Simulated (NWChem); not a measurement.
System meant: C2H6OSi2; SMILES [SiH3]C1=CO[SiH2]1

Input file for NWChem:

```
start job
memory heap 200 mb stack 900 mb global 1100 mb
geometry units angstroms noautoz
  Si     0.109257    -2.133053     0.000000
  C     -0.062821    -0.297597     0.000000
  C     -1.180436     0.480078     0.000000
  O     -0.898106     1.812008     0.000000
  Si     0.787886     1.344865     0.000000
  H      0.856914    -2.611362    -1.204746
  H      0.856914    -2.611362     1.204746
  H     -1.249081    -2.761127     0.000000
  H     -2.245064     0.205807     0.000000
  H      1.489570     1.826264    -1.220756
  H      1.489570     1.826264     1.220756
end
basis spherical
  * library def2-svp
end
dft
  xc b3lyp
  iterations 4
  mulliken
end
task dft energy
```

End of the output:

```
    Atom       Charge   Shell Charges
 -----------   ------   -------------------------------------------------------
    1 Si  14    13.55   2.00  1.93  0.65  0.34  5.82  1.31  1.22  0.29
    2 C    6     6.43   1.97  0.65  0.37  1.95  1.45  0.05
    3 C    6     5.92   1.96  0.61  0.30  1.80  1.07  0.17
    4 O    8     8.25   1.97  0.93  0.62  2.73  1.97  0.02
    5 Si  14    13.36   2.00  1.93  0.65  0.33  5.81  1.23  0.96  0.46
    6 H    1     1.10   0.65  0.43  0.02
    7 H    1     1.10   0.65  0.43  0.02
    8 H    1     1.10   0.65  0.43  0.02
    9 H    1     0.98   0.64  0.27  0.07
   10 H    1     1.10   0.65  0.42  0.02
   11 H    1     1.10   0.65  0.42  0.02

 center of mass
 --------------
 x =  -0.02211940 y =   0.07750272 z =   0.00000000

 moments of inertia (a.u.)
 ------------------
         957.982739349162           0.000000000000           0.000000000000
           0.000000000000         234.534944611971           0.000000000000
           0.000000000000           0.000000000000        1150.169480593968

     Multipole analysis of the density
     ---------------------------------

     L   x y z        total         alpha         beta         nuclear
     -   - - -        -----         -----         ----         -------
     0   0 0 0      0.000000    -27.000000    -27.000000     54.000000

     1   1 0 0      0.321686      0.160843      0.160843     -0.000000
     1   0 1 0      0.025972      0.012986      0.012986      0.000000
     1   0 0 1     -0.000000     -0.000000     -0.000000      0.000000

     2   2 0 0    -32.255072    -80.803443    -80.803443    129.351815
     2   1 1 0      2.214265     -2.651388     -2.651388      7.517042
     2   1 0 1     -0.000000     -0.000000     -0.000000      0.000000
     2   0 2 0    -37.307674   -277.802046   -277.802046    518.296419
     2   0 1 1     -0.000000     -0.000000     -0.000000      0.000000
     2   0 0 2    -35.213250    -28.111476    -28.111476     21.009701

 ------------------------------------------------------------------------
 dft energy failed                                                                                  0
 ------------------------------------------------------------------------
 ------------------------------------------------------------------------
  current input line :
    24: task dft energy
 ------------------------------------------------------------------------
 ------------------------------------------------------------------------
 This type of error is most commonly associated with calculations not reaching convergence criteria
 ------------------------------------------------------------------------
 For more information see the NWChem manual at https://nwchemgit.github.io

0:dft energy failed:Received an Error in Communication
```

Q: Can this run be used? If not, why, and what is the fix?

A: Convergence was not reached. Cause: the SCF was allowed too few iterations. This input runs:
```
start job
memory heap 200 mb stack 900 mb global 1100 mb
geometry units angstroms noautoz
  Si     0.109257    -2.133053     0.000000
  C     -0.062821    -0.297597     0.000000
  C     -1.180436     0.480078     0.000000
  O     -0.898106     1.812008     0.000000
  Si     0.787886     1.344865     0.000000
  H      0.856914    -2.611362    -1.204746
  H      0.856914    -2.611362     1.204746
  H     -1.249081    -2.761127     0.000000
  H     -2.245064     0.205807     0.000000
  H      1.489570     1.826264    -1.220756
  H      1.489570     1.826264     1.220756
end
basis spherical
  Si library def2-svp
  C library def2-svp
  O library def2-svp
  H library def2-svp
end
dft
  xc b3lyp
  iterations 150
  mulliken
end
task dft energy
```
It converges to -733.74904 Ha (B3LYP/def2-SVP).
